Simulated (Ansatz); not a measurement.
Diatomic ScF, closed-shell singlet (the spin of the measured ground state). No spin–orbit coupling. Sc is treated without relativity.

D_e counts from the fitted minimum to each atom's lowest state at the same level, without counterpoise. The singlet is restricted.

Correlated levels freeze the inner cores; with def2 sets outer-core shells near the valence are correlated too. CBS(a, b) extrapolates the correlation energy as X⁻³ and adds the Hartree–Fock energy of set b.

The values were computed with Ansatz (Gaussian basis) for Hartree–Fock, density functionals and correlated methods. Values without a source in brackets are computed.

```
level                                bond energy D_e (kcal/mol)
-----------------------------------  --------------------------
B3LYP/def2-TZVPP                                         139.61
PBE0/def2-TZVPP                                          137.63
BHLYP/def2-TZVPP                                            [?]
CAM-B3LYP/def2-TZVPP                                     140.82
wB97X-V/def2-TZVPP                                       140.96
CCSD/def2-TZVPP                                          138.60
CCSD/def2-QZVPP                                          137.60
CCSD(T)/def2-TZVPP                                       143.94
CCSD(T)/CBS(def2-TZVPP, def2-QZVPP)                      143.85
```

Q: Some entries are withheld; supply them.

A: 
- BHLYP/def2-TZVPP, bond energy D_e (kcal/mol): 125.07

Doubts at one or more of the structures used: a restricted determinant that unrestricted orbitals would lower (CCSD/def2-TZVPP, CCSD/def2-QZVPP, CCSD(T)/def2-TZVPP, CCSD(T)/CBS(def2-TZVPP, def2-QZVPP)).

Ansatz is a program for electronic structure.
